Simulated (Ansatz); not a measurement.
Input file for Ansatz (a first-principles code): R-SVWN5/def2-TZVPP on Mg2, 2S+1 = 1, a spin state set in the input, which need not be the lowest, a point of a bond scan (R = 3.618 Å).

Ansatz 0.2 input:
```yaml
crystal:
  periodic: [false, false, false]
  atoms:
    - {symbol: Mg, position_ang: [0.00000000, 0.00000000, 0.00000000]}
    - {symbol: Mg, position_ang: [0.00000000, 0.00000000, 3.61794400]}
basis:
  gaussian:
    orbitals: def2-TZVPP
    pivot_positions_ang: [[0.00000000, 0.00000000, 0.00000000], [0.00000000, 0.00000000, 3.61794400]]
hamiltonian:
  xc: {name: SVWN5}
output: {forces: true, orbitals: {seedname: ./end}}
```

Problem. What total energy does the run end on?

Solution. -398.2537 hartree.
